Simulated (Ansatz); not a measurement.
**Relaxing a trial structure of C4H7NSi2**

The starting geometry of this gas-phase singlet was optimised with GFN2-xTB; its bonds are those of `C#CC#C[SiH2]N[SiH3]`.

```xyz
14

C    -0.3861   -1.0567    5.3137
C    -0.9166   -1.0082    4.2325
C    -1.4960   -0.9300    3.0063
C    -2.0140   -0.8597    1.9107
N    -1.4671   -0.5315   -0.9732
Si   -2.7248   -0.7184    0.2073
Si   -0.3521   -1.7181   -1.5645
H     0.0727   -1.1155    6.2548
H    -3.5385    0.4991    0.1415
H    -3.4468   -1.9516   -0.1013
H    -1.1817    0.4218   -1.1290
H     0.3472   -1.0756   -2.6785
H     0.6034   -2.1365   -0.5326
H    -1.1467   -2.8652   -1.9998
```

Predict what becomes of its bonds when it is optimised with B3LYP-D3(BJ)/def2-SVP.

It keeps its bonds, and is `C#CC#C[SiH2]N[SiH3]`.

The energy falls by 0.12 eV over 15 steps:

| step | E − E(last) (eV) |
| --- | --- |
| 1 | 0.124 |
| 3 | 0.017 |
| 4 | 0.016 |
| 6 | 0.010 |
| 7 | 0.007 |
| 9 | 0.002 |
| 10 | 0.001 |
| 12 | 0.000 |
| 13 | 0.000 |
| 15 | 0.000 |

Final geometry (Å):

```xyz
14

C    -0.5765   -1.0561    5.5227
C    -1.0164   -0.9831    4.3890
C    -1.5096   -0.9006    3.1135
C    -1.9543   -0.8267    1.9724
N    -1.3044   -0.4891   -0.9174
Si   -2.5797   -0.7080    0.2425
Si   -0.3882   -1.7022   -1.7816
H    -0.1895   -1.1205    6.5222
H    -3.5074    0.4548    0.1917
H    -3.2873   -1.9748   -0.0767
H    -0.9320    0.4581   -0.9695
H    -0.1877   -1.2829   -3.2001
H     0.9627   -1.9512   -1.1926
H    -1.1768   -2.9639   -1.7282
```

No frequencies were run, so the end isn't proven a minimum. Run with Ansatz 0.2.0, 12 s on 4 threads of AMD EPYC 9R45 96-Core Processor (Zen 5), on a shared host.
